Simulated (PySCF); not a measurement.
**Computed properties of Zn(Cl)(SeH) (ClHSeZn), SMILES [Zn]([SeH])[Cl]**

Zn(Cl)(SeH) (ClHSeZn), SMILES [Cl][Zn][SeH]. Geometry optimised at PBE0-D3(BJ)/def2-SVP. The values are those of a single conformer. All values are computed for the isolated molecule unless a solvent is named; none is compared with measurement here.

**Structure.** The optimised structure has Cs symmetry. All 6 harmonic modes at PBE0-D3(BJ)/def2-SVP (PySCF) are real, so it is a minimum. With heavy atoms numbered as in [Zn:1]([Cl:2])[SeH:3], the shortest bond between them is Zn1–Cl2 at 2.109 Å and the longest Zn1–Se3 at 2.279 Å.

**Vibrations.** The strongest infrared lines (harmonic, unscaled, degenerate partners summed) lie at 458 cm⁻¹ (62 km/mol, Zn 50 %, Cl 47 %), 82 cm⁻¹ (11 km/mol, Zn 58 %, Cl 30 %, Se 11 %), 87 cm⁻¹ (10 km/mol, Zn 59 %, Cl 29 %, Se 11 %). The softest mode is at 82 cm⁻¹ and the zero-point energy is 5.6 kcal/mol.

**Electronic structure.** r2SCAN/def2-TZVPD (PySCF) places the frontier levels at -6.57 and -2.04 eV, a gap of 4.53 eV, and gives a dipole moment of 1.37 D and a mean polarisability of 69.9 bohr³.

**Excitations.** TDA-M06-2X/def2-SVPD (PySCF) has S1 at 4.71 eV (263 nm, f = 0.031, weak); the most intense of the 10 singlets computed lies at 7.19 eV (f = 0.26). T1 (TDA) is at 4.41 eV, 0.30 eV under S1. No vertical singlet excitation falls in the visible range (under 3.1 eV).

**NMR.** GIAO shifts at PBE0/pcSseg-1 (PySCF) (non-relativistic, atoms alike by connectivity averaged): ¹H at 0.1 ppm against TMS. Without spin–orbit terms, shifts of atoms bonded to Cl or Br come out too high.
